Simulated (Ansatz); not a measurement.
A nudged elastic band was laid between two geometries of AlF3H2O (7 atoms, charge 0, multiplicity 1).

All numbers below come from RKS r2SCAN-D4/def2-SVP in Ansatz 0.2.0.

| Item | Value |
| --- | --- |
| movable images | 3 |
| climbing image | yes |
| spring | 5.0 eV/Å² |
| optimiser | quadratic models (default) |
| start path | IDPP |
| force threshold | 0.05 eV/Å |
| iteration limit | 60 |
| end points | relaxed |

First end point:

```xyz
7
Properties=species:S:1:pos:R:3
O -0.920 0.591 0.267
Al 0.519 -0.557 -0.378
F 0.807 -1.266 1.104
F -0.125 -1.507 -1.575
F 1.506 0.707 -0.837
H -1.058 0.441 1.218
H -0.669 1.523 0.155
```

Last end point:

```xyz
7
Properties=species:S:1:pos:R:3
O -0.852 0.603 0.419
Al 0.659 -0.530 -0.065
F 1.181 -1.258 1.330
F -0.207 -1.458 -1.148
F 1.577 0.721 -0.677
H -1.638 0.330 -0.083
H -0.659 1.524 0.177
```

Q: Which bonds break or form, and what moves?

A: No bond is made or broken. The height of O1 over the plane of its neighbours goes from 0.40 to -0.40 Å. The two ends are copies of one structure, up to a mirror image or an exchange of like atoms. The height can change sign by an inversion or by a turn that exchanges like atoms.

Q: What energy profile does the band end with?

A: The run converged. The highest image is number 2 of 0 to 4, 1.1 kcal/mol above the ends, which have the same energy within 2 meV. Another band between the same ends (7 images) ends at a top of the same energy, where a vibrational analysis finds 1 clearly imaginary mode. So few images can step over the top or miss a turn of the path.

```
image  path coordinate (Å)  energy (kcal/mol)  height of O1 over the plane of its neighbours (Å)
    0                 0.00                0.0                                               0.40
    1                 0.42                0.4                                               0.29
    2                 0.84                1.1                                               0.00
    3                 1.26                0.4                                              -0.29
    4                 1.67                0.0                                              -0.40
```

Q: What is the geometry of the highest image?

A: 
```xyz
7
Properties=species:S:1:pos:R:3:forces:R:3
O -0.764 0.634 0.340 -0.01 -0.03 0.01
Al 0.619 -0.567 -0.276 -0.02 -0.03 0.01
F 1.095 -1.317 1.130 0.00 0.01 -0.01
F -0.196 -1.523 -1.366 0.01 0.01 0.01
F 1.562 0.675 -0.866 -0.01 0.02 0.00
H -1.600 0.443 0.787 0.00 0.02 0.00
H -0.656 1.586 0.206 0.02 0.00 -0.01
```

The band took 4 iterations and roughly 40 core-seconds.

The run took 21 s on 2 threads of AMD EPYC 9R14 (Zen 4), with other jobs on the host, peak memory 0.2 GiB.
